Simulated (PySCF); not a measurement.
## A search over the determinants of GeP

Unrestricted PBE0; PySCF, scalar-relativistic core potentials, basis sets Ge cc-pVDZ-PP with ECP10, P cc-pV(D+d)Z. Outer shells of the fragments: Ge 3d10 4s2 4p2; P 3s2 3p3.

Followed along the bond (rough minima from three points):

```tsv
2Ms+1	unpaired	⟨S²⟩ at the start	R at minimum (Å)	Te (eV)
2	π ↑	0.76	2.16	0.00
2	σ ↑	0.77	2.06	0.23
4	π ↑↑↑	3.76	none in the scan	≤ 1.51
6	σ ↑, π ↑↑↑↑	8.75	none in the scan	≤ 3.13
```

Solutions found at the starting distance of 2.225 Å, counted from the lowest of them; the search is not exhaustive and high or unbound solutions are not listed, so other states can lie among these:

```json
{"2Ms+1": "2", "unpaired": "π ↑", "term": "²Π", "E (eV)": "0.00", "⟨S²⟩": "0.76", "⟨Lz²⟩": "1.01", "μ (D)": "-1.54"}
{"2Ms+1": "2", "unpaired": "σ ↑", "term": "²Σ⁺", "E (eV)": "0.47", "⟨S²⟩": "0.77", "⟨Lz²⟩": "0.00", "μ (D)": "-1.90"}
{"2Ms+1": "4", "unpaired": "π ↑↑↑", "term": "⁴Π", "E (eV)": "1.73", "⟨S²⟩": "3.76", "⟨Lz²⟩": "1.00", "μ (D)": "0.04"}
{"2Ms+1": "4", "unpaired": "σ ↑, π ↑↑", "term": "mixed", "E (eV)": "1.96", "⟨S²⟩": "3.76", "⟨Lz²⟩": "2.01", "μ (D)": "-0.78"}
{"2Ms+1": "2", "unpaired": "π ↑↑↓", "term": "mixed", "E (eV)": "2.11", "⟨S²⟩": "1.76", "⟨Lz²⟩": "3.02", "μ (D)": "0.04"}
{"2Ms+1": "2", "unpaired": "σ ↓, π ↑↑", "term": "mixed", "E (eV)": "2.42", "⟨S²⟩": "1.77", "⟨Lz²⟩": "2.01", "μ (D)": "-0.73"}
```

A term symbol is given only where ⟨S²⟩ and ⟨Lz²⟩ are close to those of a pure state; real π, δ and φ orbitals otherwise mix terms. A positive dipole means Ge(−)P(+).

Question: Compare the gap between the two lowest followed solutions at the starting distance with the gap between their minima.

Answer: At PBE0 the second solution (doublet, unpaired electrons σ ↑) lies +0.47 eV from the first (doublet, unpaired electrons π ↑) at 2.225 Å and +0.23 eV at the minima; the two curves relax by different amounts, since their minima lie near 2.06 and 2.16 Å.

Spin–orbit coupling is left out. Counting both spins, an empty level lies below a filled one in some of these solutions, because spin and occupation are held.
